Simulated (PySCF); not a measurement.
Unknown compound

The spectra below were simulated for a compound C$_{5}$H$_{8}$O$_{4}$Si.

¹H NMR (500 MHz, computed): δ 8.01 (s, 1H), 5.38 (m, 1H), 4.84 (m, 1H), 4.49 (m, 1H), 3.64 (m, 1H), 3.40 (m, 1H), 2.77 (m, 1H), 2.48 (m, 1H).

¹³C{¹H} NMR (computed): δ 238.0 (C), 165.2 (CH), 74.1 (CH2), 67.5 (CH2), 60.8 (CH2).

No solvent model, relativity neglected, one conformer. NMR shieldings at PBE0/pcSseg-1/GIAO; structure optimised with GFN2-xTB; PySCF 2.14.

Shifts are taken against calculated references (same method and geometry level): TMS for ¹H, ¹³C.

Which candidate is it?
A. O=CO[Si@@H]1COCCC1=O
B. O=C(O[SiH3])C(=O)OC1CC1
C. C=CCOC(=O)C(=O)O[SiH3]
D. C=C[C@@H]1O[SiH2]O[C@@H](C=O)O1

Answers

A. 

1. Rings plus π bonds: 3 (1 ring in the answer).
2. 5 carbon signals for 5 carbons: no two carbons are equivalent.
3. Carbon types of the structure: 1 × C, 1 × CH, 3 × CH2, leaving 1 H on heteroatoms.
4. δC 238.0, 165.2: carbonyl carbon.
5. δC 74.1: sp3 CH2 bonded to O; deshielded by the electronegative neighbour.
6. δC 67.5: sp3 CH2 bonded to O and Si; deshielded by the electronegative neighbour.
7. δC 60.8: sp3 CH2 α to a carbonyl.
8. δH 4.49, 3.40: hydrogen on an sp3 CH2 bonded to O; its carbon carries O, an electronegative neighbour.

The others: C=C[C@@H]1O[SiH2]O[C@@H](C=O)O1 has carbons computed at 208.9, 144.5, 122.1, 97.6, 94.9, with a different DEPT pattern; O=C(O[SiH3])C(=O)OC1CC1 would give 4 carbon signals, not 5; C=CCOC(=O)C(=O)O[SiH3] would give 5 signals for carbon-bound and other non-exchanging H, not 8.

Shifts are as computed. Against solution values, carbons near 30 ppm lie about +3 ppm off and those near 130 ppm about +5 ppm. Of 1211 compounds with measured shifts, 218 miss one by over three times the rms of a fit or turn the order of signals round; such compounds aren't used in these exercises. No couplings were computed; multiplicities are counted from neighbouring protons, with m where these are inequivalent, close in shift, in a saturated or five-membered ring or joined by F or P, and br s for small geminal =CH2 splittings.
